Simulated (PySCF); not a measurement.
```xyz
4
charge 1 multiplicity 1, angstrom
Ir    0.0000    0.0000    0.0000
Se    2.2190    0.0000    0.0000
Se   -1.1095    1.9217    0.0000
Se   -1.1095   -1.9217    0.0000
```

Method: PBE/[Ir def2-SVP with ECP60, Se def2-SVP], scalar-relativistic core potentials, density fitting, no spin–orbit coupling, PySCF.

This geometry of [IrSe3]+ is a stationary point at this level.

(1) What is the point group?

(2) Is it a minimum?

(3) List the harmonic modes with their infrared intensities.

## Answers

(1) D3h.

(2) Yes: all harmonic wavenumbers are real, though the softest, 60 cm⁻¹, leaves little margin.

(3) 
| symmetry | ω (cm⁻¹) | IR (km/mol, summed over degenerate members) | type |
| --- | --- | --- | --- |
| a2'' | 60 | 1.7 | bend |
| e' | 96 | 5.7 | bend |
| a1' | 302 | 0.0 | stretch |
| e' | 359 | 3.4 | stretch |

This need not be the most stable arrangement of these atoms. With an element this heavy the missing spin–orbit coupling can shift these numbers.
